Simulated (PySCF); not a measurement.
**Cost of excited-state runs on `CN(C)/C=C/C=[N+](C)C`, [C₇H₁₅N₂]+, charge +1**

Geometry:
```json
{"atom": "C1", "x (Å)": "3.731", "y (Å)": "0.991", "z (Å)": "-0.366"}
{"atom": "N2", "x (Å)": "2.537", "y (Å)": "0.173", "z (Å)": "-0.251"}
{"atom": "C3", "x (Å)": "2.706", "y (Å)": "-1.269", "z (Å)": "-0.287"}
{"atom": "C4", "x (Å)": "1.342", "y (Å)": "0.713", "z (Å)": "-0.123"}
{"atom": "C5", "x (Å)": "0.132", "y (Å)": "0.029", "z (Å)": "-0.008"}
{"atom": "C6", "x (Å)": "-1.043", "y (Å)": "0.769", "z (Å)": "0.120"}
{"atom": "N7", "x (Å)": "-2.263", "y (Å)": "0.286", "z (Å)": "0.239"}
{"atom": "C8", "x (Å)": "-2.503", "y (Å)": "-1.147", "z (Å)": "0.246"}
{"atom": "C9", "x (Å)": "-3.416", "y (Å)": "1.159", "z (Å)": "0.366"}
{"atom": "H10", "x (Å)": "3.466", "y (Å)": "2.053", "z (Å)": "-0.310"}
{"atom": "H11", "x (Å)": "4.233", "y (Å)": "0.800", "z (Å)": "-1.328"}
{"atom": "H12", "x (Å)": "4.433", "y (Å)": "0.757", "z (Å)": "0.449"}
{"atom": "H13", "x (Å)": "3.769", "y (Å)": "-1.507", "z (Å)": "-0.404"}
{"atom": "H14", "x (Å)": "2.347", "y (Å)": "-1.726", "z (Å)": "0.648"}
{"atom": "H15", "x (Å)": "2.155", "y (Å)": "-1.705", "z (Å)": "-1.135"}
{"atom": "H16", "x (Å)": "1.329", "y (Å)": "1.808", "z (Å)": "-0.108"}
{"atom": "H17", "x (Å)": "0.106", "y (Å)": "-1.060", "z (Å)": "-0.018"}
{"atom": "H18", "x (Å)": "-0.976", "y (Å)": "1.862", "z (Å)": "0.126"}
{"atom": "H19", "x (Å)": "-2.164", "y (Å)": "-1.603", "z (Å)": "-0.697"}
{"atom": "H20", "x (Å)": "-3.576", "y (Å)": "-1.334", "z (Å)": "0.357"}
{"atom": "H21", "x (Å)": "-1.976", "y (Å)": "-1.625", "z (Å)": "1.087"}
{"atom": "H22", "x (Å)": "-3.938", "y (Å)": "0.966", "z (Å)": "1.316"}
{"atom": "H23", "x (Å)": "-3.097", "y (Å)": "2.208", "z (Å)": "0.344"}
{"atom": "H24", "x (Å)": "-4.119", "y (Å)": "0.984", "z (Å)": "-0.463"}
```

Total charge +1.

PySCF with density fitting, on 1 thread of an Arm Neoverse V1, shared host. Command: `OMP_NUM_THREADS=1 python excited_run.py task.json out`

(1) How long does each of these runs take, and how much memory?
- first hyperpolarisability, CAM-B3LYP/def2-SVPD; writes grids
- excited states, CAM-B3LYP/def2-SVPD; Tamm-Dancoff; spin-orbit couplings; 6 states; 5 triplets; quadratic response for 4 states; writes grids
- excited states, CAM-B3LYP/def2-SVPD; two-photon moments; 8 states; quadratic response for 6 states; 0 triplets

Answers

(1) 
| run | level | basis functions | wall time | peak memory (GiB) |
| --- | --- | --- | --- | --- |
| first hyperpolarisability | CAM-B3LYP/def2-SVPD | 300 | 110 s | 1.4 |
| excited states | CAM-B3LYP/def2-SVPD | 300 | 120 s | 1.4 |
| excited states | CAM-B3LYP/def2-SVPD | 300 | 2.3 min | 1.4 |

Times from a shared host are rough.
